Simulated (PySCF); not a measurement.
Species: TiEt2Cl2, C4H10Cl2Ti (singlet state).
Geometry (PBE0-D3(BJ)/def2-SVP, Å), atoms numbered from 1 in this order:
```
atom  x, y, z in Å
Ti1   -0.3959    0.0860   -0.3992
C2    -0.7157   -0.0724    1.5950
C3    -2.1910   -0.0020    1.9523
H4    -0.1265    0.7553    2.0350
H5    -0.2431   -1.0282    1.8911
H6    -2.3531   -0.0489    3.0429
H7    -2.6464    0.9354    1.5960
H8    -2.7521   -0.8352    1.5015
C9     1.6028   -0.0808   -0.6868
C10    1.9759    0.0175   -2.1571
H11    1.8830   -1.0507   -0.2336
H12    2.0473    0.7272   -0.0747
H13    3.0652   -0.0693   -2.3110
H14    1.4986   -0.7808   -2.7464
H15    1.6624    0.9817   -2.5866
Cl16  -0.9934    2.1100   -1.0032
Cl17  -1.3466   -1.6455   -1.3551
```

Lines to be assigned: C 1s: 289.76 (area 2), 290.75 (area 2) eV; Cl 1s: 2827.82 eV; Cl 2p3/2: 205.25 eV; Ti 2p3/2: 462.29 eV.

Computed, not measured: delta-SCF UKS SCAN, pcX-2 on the ionised atom (unc-x2c-TZVPall on a metal), pcseg-1 elsewhere, spin-free X2C in PySCF 2.14.0. Geometry: PBE0-D3(BJ)/def2-SVP; no solvent, vibrations or thermal averaging. Metal 2p energies of this one-determinant scheme are less reliable than its 1s energies.

Problem. Order the carbon atoms by C 1s binding energy.

Solution. 289.76 eV: C2/C9 (carbon bonded to C, Ti and 2 H); 290.75 eV: C3/C10 (carbon bonded to C and 3 H). The listed C 1s values span 0.99 eV, from C2/C9 (bonded to C, 2 H and Ti) to C3/C10 (bonded to C and 3 H).

Bonded neighbours of each site: Ti1: 2 Cl and 2 C; C2/C9: C, 2 H and Ti; C3/C10: C and 3 H; Cl16/Cl17: Ti.

Problem. Which photon energy gives electrons from C 1s of C2/C9 a kinetic energy of 200 eV, and what is their de Broglie wavelength?

Solution. hν = 289.76 + 200 = 489.76 eV, recoil neglected; λ = 12.264 Å/√(E/eV) = 0.87 Å.

One atom of each set of topologically equivalent atoms was ionised and stands for the set; in this conformer not all members are related by symmetry, and their own values weren't computed. The unrestricted hole states depart most from a pure doublet (⟨S²⟩ = 0.75; over 0.85 named) for Ti 2p3/2 of Ti1 (0.96), which makes this value less certain. For 2p shells one spin-free hole was relaxed; a mean-field spin–orbit operator and the ground-state splitting of the three 2p orbitals were then diagonalised within the shell. The shell's mean is (2 × 2p3/2 + 2p1/2)/3, and the degeneracies 2j + 1 give areas of 2:1. 2p1/2 minus 2p3/2 (ligand field included): Ti 5.72 eV, Cl 1.65 eV. Satellites of the metal's 2p lines aren't described.

The run took 6.0 min of wall time on one thread of an Intel Xeon at 2.50 GHz, no GPU (shared host), and the process peaked at 0.90 GiB of memory.
